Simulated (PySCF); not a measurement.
Match the calculated data to a structure.

All candidates are C7H7FO.

| technique | computed result |
| --- | --- |
| Polarisability | 79.0 au [PBE0/def2-SVPD] |
| XPS | C1s 290.4, C1s 290.4, C1s 290.5, C1s 291.0, C1s 292.2, C1s 292.3, C1s 292.6, O1s 538.5, F1s 693.1 eV [ΔSCF SCAN, pcX-2 on the ionised atom, pcseg-1 elsewhere, spin-free X2C] |
| NMR, other nuclei | isotropic shieldings of nuclei other than C and H, by class: 280 (1 O), 235 (1 F) ppm [GIAO PBE/pcSseg-1] |
| Rotational structure | rotational constants A, B, C: 2.171, 1.888, 1.263 GHz [PBE0-D3(BJ)/def2-SVP] |
| 1H NMR | chemical shifts (computed TMS as zero) by class: 7.21 (1 H), 7.05 (1 H), 5.48 (1 H), 3.58 (3 H), 3.45 (1 H) ppm [GIAO PBE/pcSseg-1] |
| Triplet | lowest triplet excitation (Tamm–Dancoff): 3.73 eV [TDA PBE0/def2-SVPD] |
| UV, strongest line | among the 10 lowest singlet transitions: S6 at 7.01 eV (177 nm, f = 0.033) [TDDFT PBE0/def2-SVPD] |
| 13C NMR | chemical shifts (computed TMS as zero) by class: 173.1 (1 C), 156.7 (1 C), 145.9 (1 C), 115.9 (1 C), 94.8 (1 C), 57.1 (1 C), 49.8 (1 C) ppm [GIAO PBE/pcSseg-1] |

Gas-phase values; electronic properties from PySCF, density fitting. Levels stand in brackets. Geometry: PBE0-D3(BJ)/def2-SVP, one conformer, isolated molecule. NMR classes are plain means over equivalent atoms (diastereotopic ones count apart unless rotation or inversion swaps them), as if these changed places fast.

Task: Which candidate is it?
A. `OCc1ccccc1F`
B. `CO[C@@]12C=C[C@@H]1C=C2F`
C. `COc1ccc(F)cc1`
D. `COc1cccc(F)c1`
E. `COc1ccccc1F`

Result: B. It is `CO[C@@]12C=C[C@@H]1C=C2F`. Numbering: `[CH3:1][O:2][C@@:3]12[CH:4]=[CH:5][C@@H:6]1[CH:7]=[C:8]2[F:9]`. Its formula, C7H7FO, gives 4 degrees of unsaturation: 2 rings and 2 π bonds in the structure found. 7 carbons fall into 7 classes; from least to most shielded: vinylic C–F carbon [C8] (173.1 ppm), alkene CH carbon [C5] (156.7 ppm), alkene CH carbon [C4] (145.9 ppm), alkene CH carbon [C7] (115.9 ppm), ring sp3 carbon bound to oxygen [C3] (94.8 ppm), methoxy carbon [C1] (57.1 ppm), sp3 carbon at a ring junction [C6] (49.8 ppm). Hydrogen classes from least to most shielded: 1 H on an alkene CH carbon, C4 (7.21 ppm), 1 H on an alkene CH carbon, C5 (7.05 ppm), 1 H on an alkene CH carbon, C7 (5.48 ppm), 3 H on a methoxy carbon, C1 (3.58 ppm), 1 H on an sp3 carbon at a ring junction, C6 (3.45 ppm). The other shieldings belong to: 280 ppm, ether oxygen [O2]; 235 ppm, vinyl fluorine [F9]. The core levels belong to: C1s 290.4 eV, alkene CH carbon [C7]; C1s 290.4 eV, alkene CH carbon [C4]; C1s 290.5 eV, alkene CH carbon [C5]; C1s 291.0 eV, sp3 carbon at a ring junction [C6]; C1s 292.2 eV, methoxy carbon [C1]; C1s 292.3 eV, sp3 carbon bound to oxygen [C3]; C1s 292.6 eV, vinylic C–F carbon [C8]; O1s 538.5 eV, ether oxygen [O2]; F1s 693.1 eV, vinyl fluorine [F9]. The hole state at 290.5 eV has ⟨S²⟩ = 0.82 against 0.75, so that value is less sure. The hole state at 292.6 eV has ⟨S²⟩ = 0.83 against 0.75, so that value is less sure. The optimised geometry has point group C1 and is an asymmetric top.

The others, at the same levels:
- `COc1ccc(F)cc1` fails: its computed core binding energies are C1s 290.3 (×2), C1s 290.5 (×2), C1s 292.0, C1s 292.3, C1s 292.6, O1s 539.0, F1s 692.7 eV, static isotropic polarisability is 86.2 au (against 79.0 au) and rotational constant A is 4.922 GHz (against 2.171 GHz).
- `OCc1ccccc1F` fails: its computed core binding energies are C1s 290.4, C1s 290.4, C1s 290.5, C1s 290.5, C1s 290.6, C1s 292.4, C1s 292.6, O1s 539.0, F1s 693.0 eV, rotational constant A is 2.472 GHz (against 2.171 GHz) and smallest rotational constant is 0.941 GHz (against 1.263 GHz).
- `COc1cccc(F)c1` fails: its computed lowest triplet excitation (Tamm–Dancoff) is 4.03 eV (against 3.73 eV), static isotropic polarisability is 86.4 au (against 79.0 au) and rotational constant A is 2.829 GHz (against 2.171 GHz).
- `COc1ccccc1F` fails: its computed 13C shifts are 159.1 (1 C), 151.3 (1 C), 125.6 (1 C), 121.9 (1 C), 118.3 (1 C), 111.1 (1 C), 54.9 (1 C) ppm, 1H shifts are 6.94 (1 H), 6.93 (1 H), 6.80 (1 H), 6.52 (1 H), 3.74 (3 H) ppm and rotational constant A is 2.539 GHz (against 2.171 GHz).

Each candidate is one conformer, not necessarily the lowest. The conformers computed, where there is a choice (atom-mapped SMILES and torsion angles):
- `[CH3:1][O:2][C@@:3]12[CH:4]=[CH:5][C@@H:6]1[CH:7]=[C:8]2[F:9]`: C1–O2–C3–C4 77°
- `[CH3:1][O:2][c:3]1[cH:4][cH:5][c:6]([F:7])[cH:8][cH:9]1`: C1–O2–C3–C4 180°
- `[OH:1][CH2:2][c:3]1[cH:4][cH:5][cH:6][cH:7][c:8]1[F:9]`: O1–C2–C3–C4 19°, H–O1–C2–C3 64°
- `[CH3:1][O:2][c:3]1[cH:4][cH:5][cH:6][c:7]([F:8])[cH:9]1`: C1–O2–C3–C4 180°
- `[CH3:1][O:2][c:3]1[cH:4][cH:5][cH:6][cH:7][c:8]1[F:9]`: C1–O2–C3–C4 0°
